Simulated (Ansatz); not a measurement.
`C[O][SbH][CH](C)C` → `C[CH](C)[SbH2]` + `C=O`  (β-hydride elimination)

Isolated molecules relaxed with PBE0-D4/def2-TZVP in Ansatz; ΔE leaves out vibrations. CBS: MP2 limit from def2 TZ/QZ plus the TZ coupled-cluster correction, frozen cores. This one scheme is used for every species. DFT in def2-TZVPP. B3LYP here is the variant with VWN-RPA as its local correlation; programs differ in this. def2 core potentials past Kr. For Sb outer-core shells are correlated without core-valence functions, which leaves a few kJ/mol of doubt a bond. Each species was taken in one conformer, which may not be the lowest.

```csv
species,B3LYP-D4 energy (Eh)
`C[O][SbH][CH](C)C`,-474.72185
`C[CH](C)[SbH2]`,-360.12452
`C=O`,-114.55645
```

(1) Work out ΔE.

Largest T1 diagnostic among the species: 0.015.

Answers

(1) ΔE = (-360.12452) + (-114.55645) − (-474.72185) = 0.04088 Eh = +1.11 eV. CCSD(T)/CBS gives +1.19 eV.

From PBE to PBE0 (25 % exact exchange), in def2-TZVPP and without D4, ΔE moves by +0.06 eV. The D4 term adds +0.15 eV with B3LYP and +0.08 eV with PBE0; it sums over pairs of atoms, weighted by their polarisabilities, and B3LYP, whose exchange is more repulsive, gets the larger term.
